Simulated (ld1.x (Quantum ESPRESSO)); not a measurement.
Reading a pseudo-wave (Ba (Z = 56))

Columns: radius, all-electron u(r) and pseudo u(r) of the 6s shell (level -4.42 eV) of barium in the configuration [Xe] 5d0 6s1.75 6p0; LDA (PZ), scalar-relativistic, TM semilocal scheme, ld1.x (Quantum ESPRESSO) 7.5.

```tsv
r (bohr)	all-electron	pseudo
0.210	0.1088	-0.0103
0.420	-0.1115	-0.0212
0.630	-0.1238	-0.0335
0.840	0.0573	-0.0478
1.050	0.2068	-0.0651
1.260	0.2593	-0.0862
1.470	0.2285	-0.1121
1.680	0.1454	-0.1435
1.890	0.0378	-0.1811
2.100	-0.0750	-0.2246
2.310	-0.1814	-0.2731
2.520	-0.2750	-0.3245
2.730	-0.3532	-0.3760
2.940	-0.4157	-0.4241
3.150	-0.4634	-0.4655
3.360	-0.4977	-0.4978
3.570	-0.5201	-0.5200
3.780	-0.5325	-0.5325
3.990	-0.5365	-0.5365
4.200	-0.5333	-0.5333
4.410	-0.5243	-0.5243
4.620	-0.5107	-0.5107
4.830	-0.4936	-0.4936
5.040	-0.4736	-0.4736
5.250	-0.4517	-0.4517
5.460	-0.4284	-0.4284
```

(1) How many radial nodes do the two functions have?

(2) At about which radius was the pseudo-wave matched?

(3) Is the pseudo-wave norm-conserving?

Answers

(1) The all-electron 6s function has n − l − 1 = 5 (the table is too coarse to show those close to the nucleus); the pseudo-wave has 0, since the states of the same l below it are removed with the core.

(2) 4.20 bohr. The columns agree to 0.0005 from 3.36 bohr on; several derivatives are matched, so the curves merge somewhat inside the radius.

(3) Yes: the TM semilocal scheme keeps the norm inside the radius equal to the all-electron one, which fixes the energy derivative of the logarithmic derivative at the level.
